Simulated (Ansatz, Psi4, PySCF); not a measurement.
C3H9In, charge -1, doublet, geometry from GFN2-xTB (such geometries of metal compounds can be far from the true shape) (a state made from the parent by changing its charge; the spin is typed, not shown lowest) (all electrons, no relativity) (in this run its highest filled SCF level lies above zero, so its values depend strongly on the basis, on diffuse functions most of all). Base run: BHANDHLYP/STO-3G (PySCF).

Input for PySCF:
```python
from pyscf import gto, scf, dft

mol = gto.Mole()
mol.atom = '''
    In    0.22895215   -0.16807644   -0.26351026
    C    -1.80926510   -1.27579263    0.16821116
    H    -2.45964441   -1.35056491   -0.70933650
    H    -2.33948104   -0.68307554    0.91992638
    H    -1.68602985   -2.28557070    0.57284125
    C    -0.48277658    2.02480246   -0.75890346
    H     0.33778056    2.74398803   -0.84848395
    H    -1.11262313    2.34780293    0.07569829
    H    -1.08403774    2.09670777   -1.67097867
    C     1.16469395    0.07809696    1.88858965
    H     2.06055072    0.70724590    1.90551002
    H     1.42074487   -0.87121702    2.37005108
    H     0.40817104    0.56778820    2.50939061
'''
mol.basis = 'sto-3g'
mol.charge = -1
mol.spin = 1
mol.verbose = 4
mol.build()

mf = dft.UKS(mol)
mf.xc = 'bhandhlyp'
mf.kernel()
```

The same geometry, method and basis name were run in Ansatz (an electronic-structure program) and Psi4 and PySCF, at each program's defaults and at the settings that a row names. The base is PySCF at its defaults. Differences at the defaults can come from grids, fitting, cores and function types together.

| code and settings | ΔE vs base (mEh) | basis functions | E (Eh) | SCF cycles |
|---|---|---|---|---|
| PySCF, defaults (exact integrals, its default grid, spherical functions) | 0.000 | 51 | -5803.13544 | 10 |
| Ansatz, defaults (factorised integrals, its default grid, spherical functions) | 0.009 | 51 | -5803.13543 | - |
| PySCF, fine grid | 0.002 | 51 | -5803.13544 | 10 |
| Psi4, exact integrals, spherical functions, fine grid | 0.021 | 51 | -5803.13542 | 11 |
| Ansatz, high accuracy | 0.001 | 51 | -5803.13544 | - |

Open shells are given as the SCF converged; they aren't shown to be the lowest states, and a large step between rows can be another state.
